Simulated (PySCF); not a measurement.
Job for PySCF: R-M06-2X/6-31G* on C2H7NO (a complex).

```python
from pyscf import gto, scf, dft, mp
from pyscf.data.elements import chemcore

mol = gto.M(
    atom='''
    C    -0.01887497    0.02546749   -0.10358059
    H     0.69670926    0.08019702    0.71586449
    H     0.51196124    0.02465682   -1.05456223
    H    -0.60206231   -0.89292528   -0.02499005
    H    -0.68415836    0.88923236   -0.07213916
    N    -1.09269373    0.06253284    3.31590036
    C     0.11381289    0.13947599    3.92809003
    O     1.18151063    0.17437287    3.35858075
    H    -1.13856935    0.03147481    2.31000160
    H    -1.94384831    0.03845632    3.84850406
    H     0.02657692    0.16793791    5.02978925
    ''',
    basis='6-31g*',
    cart=True,
    charge=0, spin=0, verbose=3, max_memory=1800)
mf = dft.RKS(mol, xc='m062x')
mf.conv_tol = 1e-8
mf.max_cycle = 100
mf.kernel()
if not mf.converged:
    mf = mf.newton().run(mf.mo_coeff, mf.mo_occ)
```

It printed:

```
converged SCF energy = -210.29731600968
```

The calculation finished and met its thresholds.

Cost: about 10 core-seconds (a rough figure).
